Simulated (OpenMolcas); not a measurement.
## Os2+ in a point-charge field

Os2+ among 4 point charges of -2 e arranged as a tetrahedron (Td), 2.12 Å from the ion.

```yaml
Program: OpenMolcas
Method: "SS-CASPT2, IPEA 0.25 Eh, imaginary shift 0.1 Eh (closed shells correlated: 4f 5s 5p)"
Basis: ANO-RCC-VTZP [8s7p5d3f2g1h]
Scalar_Hamiltonian: DKH2, point nucleus
Active_space: 6 electrons in 5 orbitals (5d)
State_averaging: 2S+1 = 5 even, 5 roots; 2S+1 = 3 even, 45 roots; 2S+1 = 1 even, 50 roots
Spin-orbit_coupling: state interaction with AMFI integrals over the reference wave functions
```

The lowest spin-free states (labels of Td), above the lowest:

```
State  Degeneracy  E (cm-1)  Free-ion L (%)
   5E           2         0         D (100)
  5T2           3      2250         D (100)
  3T1           3     13010          H (71)
   3E           2     14050          H (97)
  3T1           3     14160          P (42)
  3T2           3     14430          H (66)
  3A2           1     15660         F (100)
  3A1           1     16160         G (100)
  3T2           3     16780          F (55)
  3T1           3     16780          H (70)
   3E           2     16950          G (96)
  3T1           3     17690          G (55)
  3T2           3     19150          G (83)
   3E           2     19320          D (99)
   1E           2     19350          I (86)
  3T1           3     19390          P (39)
  1T2           3     19450          I (82)
  1T2           3     19680          G (67)
  3T2           3     20610          D (96)
  1A2           1     20830         I (100)
```

The lowest levels with spin-orbit coupling:

| E (cm-1) | Degeneracy | Label | 2S+1 |
| --- | --- | --- | --- |
| 0 | 1 | A1 | 5 (87 %) |
| 210 | 3 | T1 | 5 (87 %) |
| 330 | 2 | E | 5 (86 %) |
| 830 | 3 | T2 | 5 (85 %) |
| 3810 | 1 | A2 | 5 |
| 4540 | 3 | T2 | 5 (86 %) |
| 5080 | 2 | E | 5 (70 %) |
| 5600 | 3 | T1 | 5 |
| 5810 | 3 | T2 | 5 (76 %) |
| 7580 | 3 | T1 | 5 (85 %) |
| 7880 | 1 | A1 | 5 (82 %) |
| 12350 | 3 | T2 | 3 (69 %) |
| 12990 | 2 | E | 3 (76 %) |
| 13620 | 3 | T1 | 3 (76 %) |
| 14020 | 1 | A1 | 3 (74 %) |
| 15300 | 3 | T2 | 3 (78 %) |
| 15590 | 2 | E | 3 (62 %) |
| 16110 | 3 | T1 | 3 |
| 16210 | 3 | T2 | 3 (90 %) |
| 16350 | 2 | E | 3 |

Powder χT (cm3 K/mol): 0.0712 at 2 K, 0.356 at 10 K, 1.77 at 50 K, 3.22 at 100 K, 4.35 at 200 K, 4.68 at 300 K. The effective moment at 300 K is 2.828 √(χT) = 6.12 μB.

Roots that are degenerate in the reference are averaged as groups; the widest CASPT2 spread within a group is 260 cm-1 (the 3-fold group of multiplicity 3 near 35100 cm-1 above the lowest state of its run). Shifts and gaps below about the spread of the groups concerned are not significant. Spin-orbit coupling mixes the spin-free states strongly: the lowest level takes only 63 % from its leading state, 5E. An orbital doublet at a regular site is open to a Jahn-Teller distortion, which this geometry leaves out. Point charges give a weaker field than real ligands, and real ions of this kind are as a rule low spin; the high spin found here belongs to the model. The ground term spreads over less than 5000 cm-1, several times less than with real ligands, so orbital moments are less quenched and χT lies further from the spin-only value than at real sites. Free-ion shares, where given, are those of the reference states; single-state CASPT2 does not remix them. This is an electrostatic model: the charges have no orbitals. No measured value stands beside these numbers.
